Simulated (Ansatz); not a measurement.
A run for Ansatz (a program for electronic structure): R-CCSD(T)/def2-QZVPP on ClHSSn (SMILES [SH][Sn][Cl]), a point of a torsion scan. Elements past Kr take the def2 small-core potentials; no spin–orbit coupling. Files ending in .json are basis or fitting sets from the Basis Set Exchange. The run froze 19 orbitals, filled d shells among them.

Ansatz 0.2 input:
```yaml
crystal:
  periodic: [false, false, false]
  atoms:
    - {symbol: S, position_ang: [-1.43529612, 0.47355825, 0.45237803]}
    - {symbol: Sn, position_ang: [0.89486571, 0.91918677, -0.26275293]}
    - {symbol: Cl, position_ang: [0.64170382, 3.12359975, -1.09176484]}
    - {symbol: H, position_ang: [-1.64444053, -0.57966521, -0.33219106]}
basis:
  gaussian:
    orbitals: def2-QZVPP.json
magnetization: {spin_polarized: false}
correlation: {method: ccsd_t, electrons: outside_noble_gas}
scf: {lower_state_search: off}
```

It printed:

```
WARN ansatz: RAYON_NUM_THREADS=1 ignored (pool sized by the plan → 1); use --threads N
Functional definition: HF
these checks for a lower state are left out or cut short: stability, starts, cluster_reference, orbital_swaps, neighbouring_geometries, increment
integrals: 1.60 GiB planned
1536 factors; integrals over basis functions are off by at most 7.2e-4 eV
mean field: 0.90 GiB planned
mean field evaluation 1: about -29144.5577 eV, gradient 2.0e1 eV
mean field evaluation 2: about -29144.6351 eV, gradient 2.0e1 eV
mean field evaluation 4: about -29146.2253 eV, gradient 2.2e0 eV
mean field evaluation 8: about -29146.2701 eV, gradient 3.1e-1 eV
mean field evaluation 16: about -29146.2709 eV, gradient 1.8e-6 eV
mean field -29146.27088653 eV, -1071.1056990280 hartree, gradient 1.8e-6 eV, S^2 0.000000; 0 other end points of the search recorded, 0 dependent functions left out
19 core orbitals not correlated
reference -29146.27088653 eV, -1071.1056990280 hartree; 9, 9 occupied and 224, 224 virtual orbitals, 1536 factors
second order -13.26471726 eV of doubles, -0.00000000 eV of singles
coupled cluster: 1.96 GiB planned
cycle   1  -13.85702535 eV  change   -5.9e-1 eV  update   8.3e-2
cycle   2  -14.17630012 eV  change   -3.2e-1 eV  update   2.7e-2
cycle   3  -14.24571282 eV  change   -6.9e-2 eV  update   1.5e-2
cycle   4  -14.23649495 eV  change    9.2e-3 eV  update   4.3e-3
cycle   5  -14.23390301 eV  change    2.6e-3 eV  update   2.1e-3
cycle   6  -14.23401977 eV  change   -1.2e-4 eV  update   8.2e-4
cycle   7  -14.23390092 eV  change    1.2e-4 eV  update   3.5e-4
cycle   8  -14.23396264 eV  change   -6.2e-5 eV  update   1.4e-4
cycle   9  -14.23399718 eV  change   -3.5e-5 eV  update   5.6e-5
cycle  10  -14.23396207 eV  change    3.5e-5 eV  update   2.5e-5
cycle  11  -14.23397169 eV  change   -9.6e-6 eV  update   1.1e-5
perturbative correction -0.72720178 eV, -0.0267241725 hartree
Total energy: -29161.23206000 eV, -1071.6555120121 hartree
Checks for a lower state left out: stability, starts, cluster_reference, orbital_swaps, neighbouring_geometries, increment
```

The run converged.

Cost: roughly 7 core-minutes.
